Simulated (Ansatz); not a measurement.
Two members of one family (N-butyl-N-methylpyrrolidinium salts), computed with Ansatz in the gas phase; def2 core potentials for I, no spin–orbit coupling. The two geometries come from different levels. A negative affinity means that the extra electron isn't bound at that geometry and level; within about 0.2 eV of zero the sign isn't settled. Binding counts from free atoms in the multiplicity of their measured ground term, without zero-point energy. Sets without diffuse functions give affinities that are too small. A dash marks a value that wasn't run or was left out as unsound. The structures are stationary points that may keep the symmetry of their start. Remarks come from the PBE and PBE0 runs and from stability tests at other levels; not every state was tested. A HOMO above zero means that the electron is unbound at that level and held by the basis, or that self-interaction error raises the level; the energy of removing that electron tells which. HOMO above LUMO (over both spins in singlets and doublets, within one spin in higher multiplets; at PBE or PBE0), or a gap under 0.15 eV within one spin, warns that the state may not be the lowest or that an electron is smeared out.

First: N-butyl-N-methylpyrrolidinium iodide (singlet, charge 0, PBE0-D4/def2-SVP geometry).

```xyz
31

C     4.0079   -0.8680   -0.9989
C     2.5243   -1.1063   -1.2234
C     1.6432   -0.2733   -0.2971
C     0.1871   -0.6056   -0.5316
N    -0.7993    0.1951    0.2698
C    -0.5189    0.0701    1.7296
C    -2.1932   -0.3036   -0.0152
C    -3.1091    0.8249    0.4312
C    -2.2531    2.1076    0.3302
C    -0.8767    1.6332   -0.1341
H     4.2784    0.1882   -1.1646
H     4.6182   -1.4787   -1.6822
H     4.3023   -1.1297    0.0306
H     2.2642   -0.8851   -2.2747
H     2.2869   -2.1730   -1.0676
H     1.8506    0.8008   -0.4565
H     1.9199   -0.5086    0.7444
H    -0.0187   -1.6616   -0.2604
H    -0.0892   -0.4474   -1.5862
H    -0.5042   -1.0108    1.9716
H    -1.3141    0.5707    2.2919
H     0.4434    0.5458    1.9494
H    -2.2407   -0.4591   -1.1025
H    -2.3094   -1.2873    0.4785
H    -3.4652    0.6642    1.4587
H    -4.0028    0.8647   -0.2056
H    -2.6623    2.8347   -0.3854
H    -2.1889    2.6234    1.2990
H    -0.0310    2.1856    0.2929
H    -0.7899    1.6543   -1.2299
I    -0.9596   -3.5651    1.3381
```

```
              level  HOMO (eV)  LUMO (eV)  gap (eV)  vertical EA (eV)  vertical triplet (eV)  binding per atom (eV)
    PBE-D4/def2-SVP      -3.57      -0.51      3.05             -1.34                   4.99                   4.15
   PBE-D4/def2-TZVP      -3.88      -0.89      2.99                 –                      –                   4.11
r2SCAN-D4/def2-TZVP      -4.12      -0.34      3.78                 –                      –                   4.04
   PBE0-D4/def2-SVP      -4.63       0.34      4.97             -1.63                   5.37                   4.11
  PBE0-D4/def2-TZVP      -4.89      -0.09      4.80                 –                      –                   4.07
```

Remarks: HOMO above zero (-1 doublet), HOMO above zero (triplet), gap within one spin near zero at PBE or PBE0 (triplet).

Second: N-butyl-N-methylpyrrolidinium chloride (singlet, charge 0, r2SCAN-D4/def2-SVP geometry).

```
atom   x (Å)   y (Å)   z (Å)
  C1  -1.480   0.739   3.897
  C2  -0.369   0.209   3.000
  C3  -0.720   0.291   1.512
  C4   0.396  -0.313   0.683
  N5   0.234  -0.171  -0.813
  C6  -1.061  -0.786  -1.257
  C7   1.384  -0.882  -1.504
  C8   1.387  -0.312  -2.917
  C9   0.754   1.101  -2.793
 C10   0.364   1.239  -1.317
 H11  -1.707   1.796   3.674
 H12  -1.200   0.676   4.961
 H13  -2.410   0.163   3.762
 H14   0.566   0.769   3.187
 H15  -0.150  -0.844   3.251
 H16  -0.916   1.347   1.240
 H17  -1.656  -0.269   1.345
 H18   0.461  -1.418   0.833
 H19   1.364   0.160   0.919
 H20  -1.037  -1.839  -0.888
 H21  -1.108  -0.754  -2.353
 H22  -1.888  -0.203  -0.835
 H23   2.287  -0.587  -0.946
 H24   1.213  -1.972  -1.355
 H25   0.806  -0.946  -3.604
 H26   2.412  -0.277  -3.313
 H27   1.452   1.903  -3.075
 H28  -0.126   1.203  -3.448
 H29  -0.573   1.784  -1.137
 H30   1.165   1.707  -0.725
Cl31   0.156  -3.512   0.015
```

Question: Estimate the same table for the second.

Answer: 
| level | HOMO (eV) | LUMO (eV) | gap (eV) | vertical EA (eV) | vertical triplet (eV) | binding per atom (eV) |
| --- | --- | --- | --- | --- | --- | --- |
| PBE-D4/def2-SVP | -3.69 | -0.24 | 3.45 | -1.61 | 5.56 | 4.18 |
| PBE-D4/def2-TZVP | -4.23 | -0.68 | 3.55 | – | – | 4.14 |
| r2SCAN-D4/def2-TZVP | -4.50 | -0.11 | 4.39 | – | – | 4.06 |
| PBE0-D4/def2-SVP | -5.00 | 0.61 | 5.61 | -1.91 | 6.01 | 4.13 |
| PBE0-D4/def2-TZVP | -5.48 | 0.12 | 5.60 | – | – | 4.09 |

Remarks: HOMO above zero (-1 doublet), HOMO above zero (triplet).
